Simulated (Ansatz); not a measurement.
Computed with Ansatz on PBE0-D4/def2-TZVP structures; ΔE is electronic, products minus reactants. CCSD(T)/CBS is the MP2 limit (def2-TZVPP, def2-QZVPP) plus CCSD(T) − MP2 in def2-TZVPP, frozen cores. This one scheme is used for every species. DFT in def2-TZVPP. B3LYP here is the variant with VWN-RPA as its local correlation; programs differ in this. HSE06 is defined as in plane-wave codes. For Ga outer-core shells are correlated without core-valence functions, which leaves a few kJ/mol of doubt a bond. Scalar relativity is left out up to krypton. One conformer a species, not always the lowest.

`N=C=[CH][GaH][SiH3]` → `N=C=[CH][GaH2]` + `[SiH2]`  (silylene loss)

```tsv
level	ΔE (eV)	difference from CCSD(T)/CBS
LDA (SPW92)	3.02	0.34
PBE-D4	2.80	0.12
BLYP-D4	2.55	-0.13
r2SCAN-D4	2.90	0.22
r2SCANh-D4	2.90	0.22
HSE06-D4	2.85	0.17
BHLYP-D4	2.70	0.02
PBE-QIDH	2.84	0.16
B3LYP	2.50	-0.18
r2SCANh	2.87	0.19
SCS-MP2/def2-TZVPP	2.63	-0.05
CCSD/def2-TZVPP	2.55	-0.13
CCSD(T)/def2-TZVPP	2.61	-0.07
HF/def2-QZVPP	2.36	-0.32
SCS-MP2/def2-QZVPP	2.67	-0.01
MP2/CBS(def2)	2.84	0.16
CCSD(T)/CBS	2.68	0
```

Largest T1 diagnostic among the species: 0.015.

Leaving LDA and LC-ωPBE aside and taking each functional with its dispersion term where it has one, the values, not all of them listed here, spread over 0.34 eV, from BLYP-D4 to r2SCAN0-D4. LDA lies +0.31 eV from PBE without D4. The D4 term adds +0.13 eV with B3LYP and +0.08 eV with PBE0; it sums over pairs of atoms, weighted by their polarisabilities, and B3LYP, whose exchange is more repulsive, gets the larger term.

CCSD(T)/CBS has its own doubt, a few kJ/mol and more with outer-core shells, so smaller differences from it don't rank the levels.
